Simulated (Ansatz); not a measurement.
Reactions of BH5OS2Si (`[SiH3]OB(S)S`).

Computed with Ansatz on PBE0-D4/def2-TZVP structures; ΔE is electronic, products minus reactants. CCSD(T)/CBS adds triple-zeta CCSD(T) − MP2 to the extrapolated MP2 energy (def2 sets, frozen cores). This one scheme is used for every species. One conformer a species, not always the lowest.

Question: Order these by ΔE at CCSD(T)/CBS, lowest first. (Estimate.)
A. `[SiH3]OB(S)S` + `CNB[SiH3]` → `[SiH3]BN[SiH3]` + `COB(S)S`
B. `[SiH3]OB(S)S` + `CO[Si](F)(F)F` → `F[Si](F)(F)O[SiH3]` + `COB(S)S`
C. `[SiH3]OB(S)S` + `[NH2][AlH][SiH3]` → `NB(S)O[SiH3]` + `[SiH3][AlH][SH]`
D. `[SiH3]OB(S)S` + `N[SiH2][SiH2]Cl` → `[SiH3]N[SiH2][SiH2]Cl` + `OB(S)S`
E. `[SiH3]OB(S)S` + `NC(O)(F)S` → `SB(S)S` + `NC(O)(F)O[SiH3]`

Answer: C (-58.8 kJ/mol), B (-23.7 kJ/mol), E (+25.9 kJ/mol), D (+35.6 kJ/mol), A (+76.4 kJ/mol).

Largest T1 diagnostic: 0.014, for `[SiH3]BN[SiH3]`.
